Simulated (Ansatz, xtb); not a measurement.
# Isomers of ClFHOSi2+ in order of energy

10 gas-phase structures of ClFHOSi2+, found in a search over its isomers (lower ones may exist). Each was relaxed with GFN2-xTB; where two conformers were screened, the lower at r2SCAN-D4/def2-SVP is listed:

A. `O=[Si](Cl)[SiH+]F`, a singlet
B. `O=[SiH][Si+](F)Cl`, a singlet
C. `F[SiH+]O[Si]Cl`, a singlet
D. `F[Si@H](Cl)[O+]=[Si]`, a singlet
E. `O=[Si+][Si@H](F)Cl`, a singlet
F. `O=[Si](F)[SiH+]Cl`, a singlet
G. `F[Si+](Cl)O[SiH]`, a singlet
H. a singlet given by its coordinates
I. a singlet given by its coordinates
J. `F[Si]O[SiH+]Cl`, a singlet

I (Å):

```xyz
6

Cl   -0.5623   -1.1900   -2.1465
F    -3.2365    2.3028   -1.1730
O    -0.4614    0.1380    0.5524
Si   -0.9502    0.3383   -0.9490
Si   -1.8740    2.3769   -0.3273
H     0.0015   -0.5576    1.0247
```

Close contacts (Å): Cl1–Si4 1.98, F2–Si5 1.61, O3–Si4 1.59, Si4–Si5 2.32, O3–H6 0.96.

H (Å):

```yaml
atoms:
  - { symbol: Cl, position_ang: [-1.5279, 3.7312, -0.9880] }
  - { symbol: F, position_ang: [0.3247, -0.0413, -0.4088] }
  - { symbol: O, position_ang: [-1.9980, -0.8750, 0.1693] }
  - { symbol: Si, position_ang: [-1.2323, 0.2399, -0.6372] }
  - { symbol: Si, position_ang: [-0.7764, 2.1440, -1.9014] }
  - { symbol: H, position_ang: [-1.8206, -1.6577, 0.7050] }
```

Close contacts (Å): Cl1–Si5 1.98, F2–Si4 1.60, O3–Si4 1.57, Si4–Si5 2.33, O3–H6 0.96.

**Question.** Which do you expect lowest at r2SCAN-D4/def2-SVP, and how would the others follow?

**Answer.** Calculated order at r2SCAN-D4/def2-SVP: D (0.0), J (90.7), C (107.4), G (184.1), I (213.8), H (228.6), E (276.8), F (328.6), B (328.7), A (336.6) kJ/mol. Less than 1 kcal/mol parts F and B, so the order within that pair means little.

Energies above the lowest of each column, in kJ/mol; the last columns are at PBE0-D3(BJ)/pcseg-1 geometries and were run for some of them only (a dash: not run or not comparable):

```tsv
structure	GFN2-xTB	HF/STO-3G	r2SCAN-D4/def2-SVP	PBE0-D3(BJ)/pcseg-1	CCSD(T)/def2-SVP + ΔMP2/def2-TZVPP
D	0.0	0.0	0.0	0.0	0.0
J	31.1	167.0	90.7	87.9	100.3
C	57.6	179.9	107.4	–	–
G	122.6	276.8	184.1	–	–
I	127.9	250.1	213.8	–	–
H	122.9	300.0	228.6	–	–
E	120.8	374.9	276.8	–	–
F	146.4	535.9	328.6	–	–
B	120.0	493.5	328.7	–	–
A	151.2	502.6	336.6	–	–
```

Every level run on D puts it lowest or level with the lowest. Some further structures that were screened fall inside this span and aren't listed. Flexible structures stand in one conformer each, not always the lowest. Frequencies (PBE0-D3(BJ)/pcseg-1) were run for D, J alone. ΔMP2 is the change of the MP2 energy from the smaller to the larger basis.

Over these structures GFN2-xTB departs from r2SCAN-D4/def2-SVP by 58.9 kJ/mol on average once a common shift is removed. A GFN2-xTB relaxation took about 0.34 s and the r2SCAN-D4/def2-SVP energy about 5.4 s on a shared host (Ansatz 0.2.0, xtb 6.7.1).
